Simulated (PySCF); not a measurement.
A structure optimised at PBE-D3(BJ)/def2-SVP, used in a PySCF frequency run:

```xyz
6

Zr     0.0000     0.0000    -0.0089
F      1.5631     0.9024    -0.6573
F     -1.5631     0.9024    -0.6573
F      0.0000    -1.8049    -0.6573
O      0.0000     0.0000     1.9038
H      0.0000     0.0000     2.8703
```
Charge 0, spin multiplicity 1.

### Question
Write its SMILES, formula and point group.

### Answer
[OH][Zr]([F])([F])[F], F₃HOZr, C3v

### Question
What are its rotational constants (standard atomic weights)?

### Answer
2.7524, 2.7524, 2.7219 GHz
